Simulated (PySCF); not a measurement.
Simulation results for CH$_{6}$BN

Computed with PySCF 2.14.0. Calculation on a computer-drawn molecule: optimised geometry and harmonic frequencies of an isolated molecule of the commonest isotopes, restricted reference for singlets and unrestricted otherwise, frozen core in MP2.

```yaml
- formula: CH6BN
  start_structure:
    atoms_angstrom:
      - [B, -1.5564, -1.3434, -2.1293]
      - ["N", -1.1154, -1.1184, -0.7929]
      - [C, 0.2885, -1.0024, -0.3488]
      - [H, -2.725, -1.3395, -2.3411]
      - [H, -0.7886, -1.3917, -2.9815]
      - [H, -1.7717, -0.9944, -0.0952]
      - [H, 0.895, -1.1323, -1.2022]
      - [H, 0.4115, -0.0491, 0.0697]
      - [H, 0.5647, -1.7627, 0.3324]
  given:
    charge: 0
    multiplicity: 1
    method: HF
    basis: cc-pVDZ
    drawn_bonds_atom: [1, 2, 1, 1, 2, 3, 3, 3]
    drawn_bonds_other_atom: [2, 3, 4, 5, 6, 7, 8, 9]
    drawn_bonds_order: [1, 1, 1, 1, 1, 1, 1, 1]
  results:
    optimised_atom_element: [B, "N", C, H, H, H, H, H, H]
    "optimised_atom_x [angstrom]": [-1.559, -1.11, 0.2627, -2.742, -0.7645, -1.782, 0.9281, 0.46, 0.5088]
    "optimised_atom_y [angstrom]": [-1.306, -1.104, -1.001, -1.369, -1.415, -1.016, -1.107, -0.03314, -1.782]
    "optimised_atom_z [angstrom]": [-2.112, -0.817, -0.3725, -2.317, -3.009, -0.08166, -1.227, 0.09586, 0.3515]
    "modes_frequency [cm^-1]": [180.2, 427.5, 437.9, 830.0, 946.1, 1047, 1086, 1241, 1264, 1283, 1415, 1573, 1592, 1603, 1670, 2657, 2720, 3171, 3225, 3289, 3831]
    "modes_reduced_mass [dalton]": [1.22, 2.019, 1.288, 1.057, 1.648, 1.676, 1.356, 1.304, 1.435, 1.501, 1.629, 1.181, 1.042, 1.158, 1.739, 1.058, 1.13, 1.038, 1.105, 1.101, 1.076]
    "rotational_constants [GHz]": [46.09, 9.41, 8.215]
    "total_energy [hartree]": -120.5273
    "convergence_status_largest_gradient_component [hartree/bohr]": 9.727e-06
```
